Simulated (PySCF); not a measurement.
Estimate the missing entries of this data sheet.

Compound: C₅H₈N₂Si.
SMILES: `[SiH3]Nc1cccnc1`

Conformer (atom-mapped SMILES and torsion angles): `[SiH3:1][NH:2][c:3]1[cH:4][cH:5][cH:6][n:7][cH:8]1`: Si1–N2–C3–C4 0°.

```json
{"property": "point group", "level": "PBE0-D3(BJ)/def2-SVP", "value": "?"}
{"property": "rotational constants A, B, C", "level": "PBE0-D3(BJ)/def2-SVP", "value": "?"}
{"property": "dipole moment", "level": "PBE0/def2-SVPD", "value": "?"}
{"property": "HOMO energy", "level": "PBE0/def2-SVPD", "value": "-6.38 eV"}
{"property": "LUMO energy", "level": "PBE0/def2-SVPD", "value": "?"}
{"property": "lowest singlet excitation", "level": "TDDFT PBE0/def2-SVPD", "value": "4.71 eV (263 nm, f = 0.053)"}
{"property": "strongest line among the 10 lowest singlet transitions", "level": "TDDFT PBE0/def2-SVPD", "value": "S5 at 5.51 eV (225 nm, f = 0.312)"}
{"property": "lowest triplet excitation (Tamm–Dancoff)", "level": "TDA PBE0/def2-SVPD", "value": "3.67 eV"}
{"property": "static isotropic polarisability", "level": "PBE0/def2-SVPD", "value": "101.6 au"}
{"property": "vertical ionisation energy", "level": "ΔSCF PBE0/def2-SVPD", "value": "8.10 eV"}
{"property": "electronic spatial extent ⟨r²⟩ about the centre of nuclear charge", "level": "PBE0/def2-SVPD", "value": "1336 bohr²"}
{"property": "13C chemical shifts (computed TMS as zero) by class", "level": "GIAO CAM-B3LYP/pcSseg-1", "value": "151.8 (1 C), 148.3 (1 C), 146.2 (1 C), 132.3 (1 C), 124.8 (1 C) ppm"}
{"property": "1H chemical shifts (computed TMS as zero) by class", "level": "GIAO CAM-B3LYP/pcSseg-1", "value": "?"}
{"property": "isotropic shieldings of nuclei other than C and H, by class", "level": "GIAO CAM-B3LYP/pcSseg-1", "value": "-111 (1 N), 210 (1 N), 405 (1 Si) ppm"}
```

The electronic properties come from PySCF, for the isolated species, density fitting. Isolated species at its PBE0-D3(BJ)/def2-SVP geometry (one conformer only). NMR classes are plain means over equivalent atoms (diastereotopic ones count apart unless rotation or inversion swaps them), as if these changed places fast; in this geometry the members of some classes differ.

(1) The rotational constants A, B, C?

(2) The LUMO energy?

(3) What are the 1H chemical shifts (computed TMS as zero) by class?

(4) The dipole moment?

(5) The point group?

Results:

(1) 4.906, 1.005, 0.842 GHz.

(2) -0.75 eV.

(3) 8.15 (1 H), 8.08 (1 H), 7.06 (1 H), 6.89 (1 H), 4.67 (3 H), 2.79 (1 H) ppm.

(4) 2.55 D.

(5) Cs.

The rotational constants make it an asymmetric top with κ = (2B − A − C)/(A − C) = -0.92, nearer the prolate limit (−1). With B = h/(8π²I), that is 505.379 GHz u Å² over I, the principal moments of inertia are 103.0, 502.8 and 599.9 u Å² (most abundant isotopes); the inertial defect Ic − Ia − Ib is -5.9 u Å² (zero for a rigid planar frame, negative otherwise). The polarisability is 15.05 Å³ as a volume (1 au = 0.148185 Å³), or 1.54 au for each of the 66 electrons. A dipole of 2.55 D is allowed in Cs, and pure rotational transitions are dipole-allowed.
